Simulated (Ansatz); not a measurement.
Breaking the N6–H7 bond in CH5GeN (SMILES [CH3][Ge][NH2]) (multiplicity 1 held, fragments rigid). Energies count from the point at 1.010 Å.
Geometry at that point (charge 0, multiplicity 1):
```xyz
8

Ge    -0.21704    -0.01007     0.44525
C      0.73026     1.39571    -0.65096
H      0.39073     2.39683    -0.38075
H      0.59421     1.25013    -1.72469
H      1.80124     1.34067    -0.42975
N     -0.03644    -1.35483    -0.78605
H      0.40265    -1.26538    -1.69148
H     -0.37012    -2.29050    -0.61313
```

Signs of static correlation in cc-pVTZ, with CASSCF(2,2), from Ansatz (an electronic-structure program) runs.

| R (Å) | T1 of restricted CCSD | largest double amplitude of restricted CCSD | weight of the CASSCF reference in MRCISD | CASSCF natural occupations |
|---|---|---|---|---|
| 0.808 | 0.014 | 0.065 | 0.876 | 1.99 0.01 |
| 0.909 | 0.014 | 0.065 | 0.875 | 1.99 0.01 |
| 1.010 | 0.015 | 0.064 | 0.875 | 1.98 0.02 |
| 1.111 | 0.015 | 0.063 | 0.874 | 1.98 0.02 |
| 1.212 | 0.016 | 0.062 | 0.873 | 1.97 0.03 |
| 1.364 | 0.017 | 0.061 | 0.872 | 1.94 0.06 |
| 1.515 | 0.019 | 0.058 | 0.872 | 1.91 0.09 |
| 1.768 | 0.023 | 0.080 | 0.871 | 1.82 0.18 |
| 2.020 | 0.028 | 0.160 | 0.870 | 1.69 0.31 |
| 2.324 | 0.034 | 0.298 | 0.869 | 1.51 0.49 |
| 2.728 | ? | ? | 0.869 | 1.30 0.70 |
| 3.233 | 0.053 | 0.627 | 0.869 | 1.15 0.85 |

**Question.** Some entries are withheld; supply them.

**Answer.** 
- 2.728, T1 of restricted CCSD: 0.043
- 2.728, largest double amplitude of restricted CCSD: 0.475

Doubts at one or more of the structures used: a restricted determinant that unrestricted orbitals would lower (R-CCSD(T)/cc-pVTZ); other coupled-cluster roots lie near (R-CCSD(T)/cc-pVTZ); T1 above 0.05 (R-CCSD(T)/cc-pVTZ, U-CCSD(T)/cc-pVTZ); a spin-contaminated determinant (U-CCSD(T)/cc-pVTZ); the program's own flag: large difference (U-CCSD(T)/cc-pVTZ).
